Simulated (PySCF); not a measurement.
## Steps of a relaxation of [Tb(H2CO)]3+

[Tb(H2CO)]3+ (singlet in the valence; each metal's 4f electrons, 8 of them, lie in its core potential, out of spins and levels). PySCF 2.14.0, RKS PBE0, Tb lcecp-1-SVP with ECP54, O def2-SVP, C def2-SVP, H def2-SVP; non-relativistic Hamiltonian with scalar-relativistic core potentials where named; density fitting; no spin-orbit coupling. Origin of the start: template. Columns: position (Å) and force (eV/Å). Energies are counted from the last step; some of the 8 steps are shown. Forces carry noise of the integration grid, about 0.01 to 0.03 eV/Å.

Run from Python with OMP_NUM_THREADS=2. Where DIIS fails, smearing, a level shift and second-order steps follow.
It took 21 s on 2 threads of Arm Neoverse N1, with other jobs on the host, from the converged density of the start.

```xyz
5
step 0  E = 0.772 eV
Tb    0.0000    0.0000   -0.4874     0.00    0.00    2.75
O     0.0000    0.0000    1.9726     0.00    0.00   -4.47
C     0.0000    0.0000    3.1926     0.00    0.00    1.66
H     0.9400    0.0000    3.7726     0.44    0.00    0.03
H    -0.9400    0.0000    3.7726    -0.44    0.00    0.03
```

```xyz
5
step 2  E = 0.154 eV
Tb    0.0000    0.0000   -0.1388     0.00    0.00   -2.29
O     0.0000    0.0000    1.8321     0.00    0.00    3.89
C     0.0000    0.0000    3.1387     0.00    0.00   -0.92
H     0.9820    0.0000    3.6954    -0.32    0.00   -0.34
H    -0.9820    0.0000    3.6954     0.32    0.00   -0.34
```

```xyz
5
step 5  E = 0.000 eV
Tb    0.0000    0.0000   -0.1951     0.00    0.00   -0.05
O     0.0000    0.0000    1.8807     0.00    0.00    0.10
C     0.0000    0.0000    3.1503     0.00    0.00   -0.04
H     0.9727    0.0000    3.6934    -0.01    0.00   -0.01
H    -0.9727    0.0000    3.6934     0.01    0.00   -0.01
```

Problem. Where does the relaxation end?

Solution. It converges at step 7 in C2v:
```xyz
5
step 7  E = 0
Tb    0.0000    0.0000   -0.1968
O     0.0000    0.0000    1.8818
C     0.0000    0.0000    3.1504
H     0.9721    0.0000    3.6937
H    -0.9721    0.0000    3.6937
```

Problem. How did the contacts change?

Solution. 
```
      contact  start (Å)  end (Å)
Tb1–O2 (H2CO)      2.460    2.079
```


An lcecp potential fixes the number of 4f electrons, so in runs with it no electron can move into or out of that shell.
